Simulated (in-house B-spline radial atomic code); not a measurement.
A fraction x of an electron is removed from 3p in Se, starting from [Ar] 3d10 4s2 4p4 and keeping the highest spin. Computed with an all-electron radial atomic-structure program (B-spline basis): scalar-relativistic (X2C) CAM-B3LYP, spin-polarised, spherical fractional occupations, Fermi nucleus of rms radius 4.14 fm.

Caution: exact exchange at fractional occupations of open shells leaves self-interaction of up to several eV.

```json
{"x": "0", "E(x) - E(0) (eV)": "0.0000", "3p down level (eV)": "-160.940"}
{"x": "0.05", "E(x) - E(0) (eV)": "8.0681", "3p down level (eV)": "-161.784"}
{"x": "0.13", "E(x) - E(0) (eV)": "21.0654", "3p down level (eV)": "-163.153"}
{"x": "0.31", "E(x) - E(0) (eV)": "?", "3p down level (eV)": "?"}
{"x": "0.38", "E(x) - E(0) (eV)": "62.4005", "3p down level (eV)": "-167.559"}
{"x": "0.5", "E(x) - E(0) (eV)": "82.6380", "3p down level (eV)": "-169.739"}
{"x": "0.54", "E(x) - E(0) (eV)": "89.4423", "3p down level (eV)": "-170.475"}
{"x": "0.67", "E(x) - E(0) (eV)": "111.7608", "3p down level (eV)": "-172.894"}
{"x": "0.77", "E(x) - E(0) (eV)": "?", "3p down level (eV)": "?"}
{"x": "1", "E(x) - E(0) (eV)": "169.8533", "3p down level (eV)": "-179.226"}
```

(1) What belongs in the row x = 0.31?

(2) What belongs in the row x = 0.77?

(3) Check Janak's theorem between x = 0.05 and 0.13.

## Answers

(1) An energy change of 50.7153 eV; 3p down at -166.307 eV.

(2) An energy change of 129.1445 eV; 3p down at -174.785 eV.

(3) The slope of the energy is 162.47 eV; the orbital levels give 162.47 eV (-ε of the emptying orbital, averaged over the two points).
